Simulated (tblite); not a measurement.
Computed values, GFN2-xTB/tblite, gas phase, harmonic and unscaled. Against measured fundamentals such values can be off by several per cent, at times by over 20. Modes of hydrogen on germanium and silicon can be 10 to 20 % off. One conformer each. Thermal functions are those of the rigid rotor and harmonic oscillator, without mixing of conformers.

Problem. Order these by their heat capacity Cp at 200 K, highest first (cal/(mol K)).
A. `C1(C=C)CC=1CF`
B. `C[C@@H]1C[C@H](F)[SiH2]O1`
C. `C#C[Si@@H](O)CC[SiH3]`
D. `CC(=S)[SiH2][CH2][GeH3]`
E. `C1OC[SiH2]1`
F. `C1(C=CC=C1)(F)C`
G. `CB(CCC)CC=C`

Solution. C (32.1), G (31.6), D (29.8), B (23.2), A (21.6), F (18.8), E (14.5).

| SMILES | atoms | mass (u) | symmetry number | modes under 300 cm⁻¹ | ZPE (kcal/mol) | S translation (cal/(mol K)) | S rotation | S vibration | S | Cp |
| --- | --- | --- | --- | --- | --- | --- | --- | --- | --- | --- |
| C#C[Si@@H](O)CC[SiH3] | 17 | 130.03 | 1 | 9 | 74.9 | 38.5 | 28.6 | 23.8 | 90.9 | 32.1 |
| C=CCB(C)CCC | 23 | 110.13 | 1 | 9 | 126.6 | 38.0 | 28.2 | 26.9 | 93.2 | 31.6 |
| CC(=S)[SiH2][CH2][GeH3] | 16 | 179.95 | 1 | 7 | 68.0 | 39.5 | 28.8 | 22.8 | 91.2 | 29.8 |
| C[C@@H]1C[C@H](F)[SiH2]O1 | 16 | 120.04 | 1 | 4 | 77.2 | 38.3 | 27.0 | 11.4 | 76.6 | 23.2 |
| C=CC1=C(CF)C1 | 14 | 98.05 | 1 | 5 | 67.6 | 37.7 | 26.7 | 13.2 | 77.6 | 21.6 |
| CC1(F)C=CC=C1 | 14 | 98.05 | 1 | 3 | 69.1 | 37.7 | 25.7 | 6.6 | 70.1 | 18.8 |
| C1OC[SiH2]1 | 10 | 74.02 | 2 | 1 | 45.4 | 36.9 | 22.0 | 4.5 | 63.4 | 14.5 |

Entropies and Cp are for 200 K and 1 bar.
